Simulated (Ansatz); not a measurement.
System: NbO, net charge 0, quartet state. The spin state was set by rule; other spins were not relaxed. 
Coordinates optimised at B3LYP-D3(BJ)/def2-TZVP (Ansatz, an electronic-structure program):
```
Nb
O 1 1.6880
```
Charge 0, spin multiplicity 4.

Wanted: atomisation energy (electronic, to ground-state atoms), in kcal/mol. Cores are frozen in the correlated levels unless marked. UHF or UKS for open shells. No spin-orbit coupling. Frozen are the shells of the preceding noble gas and the d and f shells that filled before the atom's block. Past Kr the def2 sets carry scalar-relativistic core potentials. STO-3G rows are all-electron and non-relativistic. The coupled-cluster limit lacks core correlation, which all-electron functionals hold. CBS(X,Y): correlation extrapolated as X^-3; Hartree-Fock from the larger set.

```
level                                        program  atomisation energy (kcal/mol)
------------------------------------  --------------  -----------------------------
PBE-D4/def2-TZVPD                     Ansatz + dftd4                          191.9
PBE0-D4/def2-TZVP                     Ansatz + dftd4                          170.9
MP2/STO-3G                                    Ansatz                          177.9
RI-MP2/CBS(def2-TZVPP,def2-QZVPP)             Ansatz                          192.4
CCSD/def2-SVPD                                Ansatz                          158.1
CCSDT/def2-SVP                                Ansatz                          166.7
CCSD(T)/CBS(def2-TZVPPD,def2-QZVPPD)          Ansatz                          178.0
```
